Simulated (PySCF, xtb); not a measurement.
In(F)(Br)(Me) (CH₃BrFIn), SMILES [CH3][In]([F])[Br].

Harmonic wavenumbers (cm⁻¹) from GFN2-xTB (xtb 6.7.1) at its own minimum, in rising order: 33, 60, 81, 95, 222, 342, 432, 675, 681, 1154, 1384, 1393, 3007, 3029, 3039.

What does PBE-D3(BJ)/def2-SVP (PySCF 2.14.0) give at its own minimum? (An estimate is asked for; the answer gives what the named calculation found.)

20, 82, 108, 124, 242, 488, 581, 704, 729, 1124, 1374, 1378, 3001, 3122, 3137. Paired by order, the mean absolute difference is 49 cm⁻¹ and the zero-point energies are 22.3 and 23.2 kcal/mol.
